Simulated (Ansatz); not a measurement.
System: GeO$_{2}$, net charge 1, doublet state. 
Geometry from a B3LYP-D3(BJ)/def2-TZVP (Ansatz, an electronic-structure program) optimisation:
```
Ge
O 1 1.6521
O 1 1.6521 2 180.00
```
Charge +1, spin multiplicity 2.

Basis-set convergence of Hartree-Fock and CCSD correlation energies (hartree) with Ansatz. Valence correlation only, unless marked. Open shells are spin-unrestricted. No spin-orbit coupling. The frozen core is the preceding noble-gas configuration, with the filled d and f shells of earlier blocks. Non-relativistic.

The T1 diagnostic of CCSD in the largest basis is 0.063, which is high, so the coupled-cluster rows are less sure than usual.

```
basis        functions        E(HF)  E(corr, CCSD)
-----------  ---------  -----------  -------------
aug-cc-pVDZ         82  -2224.61921       -0.45440
aug-cc-pVTZ        151            …              …
```

### Question
Some entries are withheld; supply them.

### Answer

- aug-cc-pVTZ, E(HF): -2224.73650
- aug-cc-pVTZ, E(corr, CCSD): -0.53920
